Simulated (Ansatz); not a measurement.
One change: `C[SiH2]C[AsH2]` becomes `C[SiH2][CH2][AlH2]`.

Ansatz, PBE0-D4/def2-TZVP geometries, multiplicity 1. Each molecule was computed in one conformer, which needn't be the lowest.

Scalar relativity is left out up to krypton.

```tsv
property	`C[SiH2]C[AsH2]`
LUMO energy (ωB97M-V/def2-TZVPP) / eV	1.91
LUMO energy (B3LYP/def2-TZVPP) / eV	0.02
LUMO energy (PBE0/def2-TZVPP) / eV	0.27
size of the dipole moment (B3LYP/def2-TZVPP) / D	0.59
size of the dipole moment (PBE/def2-TZVPP) / D	0.59
size of the dipole moment (ωB97M-V/def2-TZVPP) / D	0.57
```

Problem. What does the change do to each property? (An estimate is asked.)

Solution. Computed: 
```csv
property,`C[SiH2][CH2][AlH2]`,shift
LUMO energy (ωB97M-V/def2-TZVPP) / eV,0.19,-1.72
LUMO energy (B3LYP/def2-TZVPP) / eV,-1.60,-1.62
LUMO energy (PBE0/def2-TZVPP) / eV,-1.39,-1.66
size of the dipole moment (B3LYP/def2-TZVPP) / D,1.00,0.41
size of the dipole moment (PBE/def2-TZVPP) / D,1.04,0.45
size of the dipole moment (ωB97M-V/def2-TZVPP) / D,1.02,0.45
```

With PBE0 the HOMO falls by 0.63 eV and the LUMO falls by 1.66 eV, so the gap narrows by about 1.03 eV. PBE moves the HOMO by -0.52 eV and ωB97M-V by -0.63 eV. Dipoles are sizes alone; their direction can turn.

B3LYP here is the variant with VWN-RPA as its local correlation; programs differ in this.
